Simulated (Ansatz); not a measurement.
Consider the hydrogenolysis of the Al–N bond: `C[NH][AlH][O][SiH3]` + H₂ → `[AlH2][O][SiH3]` + CH₃NH₂.

Program: Ansatz. Geometries: PBE0-D4/def2-TZVP. ΔE: electronic, gas phase. CCSD(T)/CBS adds triple-zeta CCSD(T) − MP2 to the extrapolated MP2 energy (def2 sets, frozen cores). This one scheme is used for every species. DFT in def2-TZVPP. B3LYP here is the variant with VWN-RPA as its local correlation; programs differ in this. One conformer a species, not always the lowest.

`C[NH][AlH][O][SiH3]`:

Z-matrix (Å, degrees):
```
C
N 1 1.448
H 1 1.096 2 112.3
H 1 1.092 2 109.9 3 -119.2
H 1 1.096 2 112.3 3 121.6
Al 2 1.762 1 128.8 3 119.1
H 2 1.009 1 112.2 3 -60.8
O 6 1.686 2 118.6 1 0.0
H 6 1.573 2 120.7 1 -180.0
Si 8 1.619 6 169.2 2 -0.7
H 10 1.488 8 110.3 6 -117.8
H 10 1.490 8 110.7 6 2.1
H 10 1.488 8 110.3 6 122.0
```

H₂:

Z-matrix (Å, degrees):
```
H
H 1 0.746
```

`[AlH2][O][SiH3]`:

Cartesian coordinates in Å:
```
Al 1.457 -1.107 -0.385
O 0.156 -0.098 -0.041
Si -1.117 0.851 0.296
H 2.817 -0.846 0.374
H 1.244 -2.255 -1.448
H -1.134 2.019 -0.624
H -1.038 1.344 1.697
H -2.385 0.091 0.131
```

CH₃NH₂:

Cartesian coordinates in Å:
```
C -0.478 -0.091 0.293
N 0.796 0.371 -0.230
H -0.952 -0.907 -0.273
H -1.181 0.744 0.324
H -0.345 -0.433 1.322
H 0.693 0.703 -1.180
H 1.467 -0.387 -0.257
```

Task: Is it downhill or uphill in electronic energy at CCSD(T)/CBS, and by how much? (An estimate is asked.)

Result: The calculation gave: Uphill: ΔE = +19.1 kcal/mol.

Task: What do these levels give: B3LYP-D4, ωB97X-V, ωB97M-V, B2PLYP, PBE, PBE0, B3LYP, HF/def2-TZVPP, HF/def2-QZVPP, HF/CBS(def2), MP2/CBS(def2), CCSD/CBS(def2)? (Estimate.)

Result: The calculation gave: B3LYP-D4 19.2, ωB97X-V 17.8, ωB97M-V 18.5, B2PLYP 18.1, PBE 17.1, PBE0 16.4, B3LYP 16.6, HF/def2-TZVPP 13.2, HF/def2-QZVPP 13.3, HF/CBS(def2) 13.3, MP2/CBS(def2) 20.8, CCSD/CBS(def2) 18.1 kcal/mol.

Largest T1 diagnostic among the species: 0.012.

The D4 term adds +2.6 kcal/mol with B3LYP and +1.5 kcal/mol with PBE0; it sums over pairs of atoms, weighted by their polarisabilities, and B3LYP, whose exchange is more repulsive, gets the larger term. In def2-TZVPP, CCSD(T) changes the Hartree–Fock value by +5.5 kcal/mol (the triples alone add +1.1 kcal/mol) and MP2 by +7.2 kcal/mol.
